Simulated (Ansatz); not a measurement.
Cartesian coordinates (Å):
```xyz
7

B      1.6228    -0.2133     0.6164
C      0.3123    -0.2858     0.1947
C     -1.0407     0.2728     0.1376
O     -0.6848    -0.9700    -0.5011
H      2.7237    -0.0827     1.0116
H     -1.6914     0.1747     1.0128
H     -1.2419     1.1044    -0.5457
```
Charge 0, spin multiplicity 1.

Computed with frozen-core CCSD(T)/cc-pVTZ // PBE-D3(BJ)/def2-TZVP in Ansatz (a quantum-chemistry and plane-wave program).

- HF energy = -176.93899 Ha
- MP2 correlation energy = -0.64361 Ha

Q: Estimate the CCSD correlation energy, the (T) correction, the total energy and the T1 diagnostic.

A: 
```
Property                         Value
-----------------------  -------------
CCSD correlation energy    -0.66417 Ha
(T) correction             -0.03167 Ha
CCSD(T) total energy     -177.63482 Ha
T1 diagnostic                    0.016
```
